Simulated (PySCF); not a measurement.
Compound: CH8BrNSi2.
Atom-mapped SMILES: `[SiH3:1][NH:2][CH2:3][SiH2:4][Br:5]` (hydrogens: H6, H7, H8 on Si1; H9 on N2; H10, H11 on C3; H12, H13 on Si4)

Method: PySCF 2.14.0, PBE0-D3(BJ)/def2-SVP geometry optimisation, gas phase.

(1) What internal coordinates does the optimisation give?

Results:

(1) 
```
            bond  length (Å)
          Si1–N2       1.736
           N2–C3       1.448
          C3–Si4       1.892
         Si4–Br5       2.234
  Si1–H6, Si1–H8       1.494
          Si1–H7       1.501
           N2–H9       1.015
  C3–H10, C3–H11       1.108
Si4–H12, Si4–H13       1.489
```

Bonds in one row agree within 0.01 Å and their mean is given. A selection of angles:
```
      angle  degrees
  N2–Si1–H6    106.5
  N2–Si1–H7    115.4
  N2–Si1–H8    108.7
  H6–Si1–H7    108.8
  H6–Si1–H8    110.5
  H7–Si1–H8    106.8
  Si1–N2–C3    126.0
  Si1–N2–H9    115.5
   C3–N2–H9    113.0
  N2–C3–Si4    114.7
  N2–C3–H10    110.2
  N2–C3–H11    114.4
 Si4–C3–H10    103.8
 Si4–C3–H11    107.3
 H10–C3–H11    105.5
 C3–Si4–Br5    105.8
 C3–Si4–H12    113.1
 C3–Si4–H13    111.7
Br5–Si4–H12    107.1
Br5–Si4–H13    108.6
H12–Si4–H13    110.3
```

Dihedral angles: Si1–N2–C3–Si4 -48° (synclinal); N2–C3–Si4–Br5 -173° (antiperiplanar). The mirror-image conformer, all signs reversed, is as good.

Of the pairs four or more bonds apart, Si4···H8 is among the closest relative to their van der Waals radii: 3.14 Å, 95 % of the sum of Bondi's values. Si4 (SiH2 silicon) is distorted tetrahedral (angles from 105.8° to 113.1°). Si1 (SiH3 silicon) is distorted tetrahedral (angles from 106.5° to 115.4°). N2 (silicon-bound nitrogen) has angles 126.0°, 115.5° and 113.0°, sum 354.5°, 0.18 Å off the plane of its three neighbours.

Point group: C1 (no symmetry element, even within 0.4 Å). Whether it is a minimum is left open (no frequencies). One conformer, not necessarily the lowest.

On one thread, Arm Neoverse V1 (aarch64) (shared host), this took 53 s wall and 0.53 GiB of memory at its peak. This is the geometry optimisation.
